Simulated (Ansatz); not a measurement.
Reaction (ligand exchange at a Ge–C bond): `[CH3][Ge][F]` + CH₃SH → `C[S][Ge][F]` + CH₄

Computed with Ansatz on PBE0-D4/def2-TZVP structures; ΔE is electronic, products minus reactants. CCSD(T)/CBS is the MP2 limit (def2-TZVPP, def2-QZVPP) plus CCSD(T) − MP2 in def2-TZVPP, frozen cores. This one scheme is used for every species. DFT in def2-TZVPP. For Ge outer-core shells are correlated without core-valence functions, which leaves a few kJ/mol of doubt a bond. Scalar relativity is left out up to krypton. One conformer a species, not always the lowest.

(1) Is it downhill or uphill in electronic energy at CCSD(T)/CBS, and by how much? (Best estimate.)

(2) What do these levels give: r2SCAN-D4, PBE0-D4, r2SCANh-D4, r2SCAN0-D4, ωB97M-V, r2SCAN, PBE0, BHLYP, LC-ωPBE, CCSD(T)/def2-SVP, SCS-MP2/def2-QZVPP, CCSD/CBS(def2)? (An estimate is asked.)

Largest T1 diagnostic among the species: 0.015.

## Answers

(1) Ansatz gave: Downhill: ΔE = -124.9 kJ/mol.

(2) The calculation gave: r2SCAN-D4 -138.7, PBE0-D4 -132.4, r2SCANh-D4 -136.4, r2SCAN0-D4 -133.1, ωB97M-V -124.5, r2SCAN -138.0, PBE0 -129.6, BHLYP -125.2, LC-ωPBE -116.1, CCSD(T)/def2-SVP -129.9, SCS-MP2/def2-QZVPP -123.5, CCSD/CBS(def2) -119.5 kJ/mol.

The D4 term adds −5.1 kJ/mol with B3LYP and −2.8 kJ/mol with PBE0; it sums over pairs of atoms, weighted by their polarisabilities, and B3LYP, whose exchange is more repulsive, gets the larger term. Leaving LDA and LC-ωPBE aside and taking each functional with its dispersion term where it has one, the values, not all of them listed here, spread over 19.5 kJ/mol, from BLYP-D4 to ωB97X-V.

B3LYP here is the variant with VWN-RPA as its local correlation; programs differ in this.
